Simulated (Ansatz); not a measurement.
PBE exchange is replaced step by step with exact exchange (0 % is PBE, 25 % PBE0; no dispersion term), basis def2-SVP, Ansatz. System: GeICl3. Total charge 0; singlet. Geometry: PBE0-D4/def2-SVP.

Geometry of the singlet:

```tsv
atom	x (Å)	y (Å)	z (Å)
Ge1	0.0099	0.0229	-0.0408
I2	-0.5053	-1.1650	2.0766
Cl3	1.2493	-1.1826	-1.2917
Cl4	1.0322	1.8531	0.3584
Cl5	-1.7861	0.4715	-1.1026
```

In the def2 sets I takes a core potential; there is no spin–orbit coupling.

| exact exchange (%) | HOMO (eV) | LUMO (eV) | gap (eV) |
| --- | --- | --- | --- |
| 0 | -7.11 | -3.46 | 3.65 |
| 10 | -7.61 | -3.14 | 4.47 |
| 15 | -7.86 | -2.98 | 4.88 |
| 40 | -9.12 | -2.15 | 6.97 |

Problem. Fit a straight line to the column «gap (eV)» against the share of exact exchange and predict its value at 25 %.

Solution. With x = exact exchange (%) and y = gap (eV): mean x = 16.25, mean y = 4.992; Σ(x − x̄)(y − ȳ) = 72.19, Σ(x − x̄)² = 868.8; slope b = 0.08309, intercept a = ȳ − b·x̄ = 3.642. The residuals of the fitted rows reach 0.01. At x = 25 the line gives 3.642 + (0.08309 × 25) = 5.72; the run gave 5.71, 0.01 less than the line.
